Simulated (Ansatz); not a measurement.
Program: Ansatz 0.2.0.

A structure relaxed at PBE0-D4/def2-TZVP, charge 0, multiplicity 1:

Cartesian coordinates in Å:
```
F -0.1117 -0.6296 1.9201
Sn -0.2690 0.3878 0.3103
S 1.6891 0.0530 -0.9754
Cl -2.0727 -0.5912 -0.7427
H -0.5754 1.9933 0.7509
H 1.3396 -1.2133 -1.2632
```

(1) Give its formula and SMILES.

(2) Summarise the bond lengths by kind.

Answers

(1) ClFH2SSn, `[F][SnH]([SH])[Cl]`.

(2) 1 × F–Sn 1.911 Å; 1 × S–Sn 2.366 Å; 1 × Cl–Sn 2.307 Å; 1 × H–Sn 1.693 Å; 1 × H–S 1.345 Å.
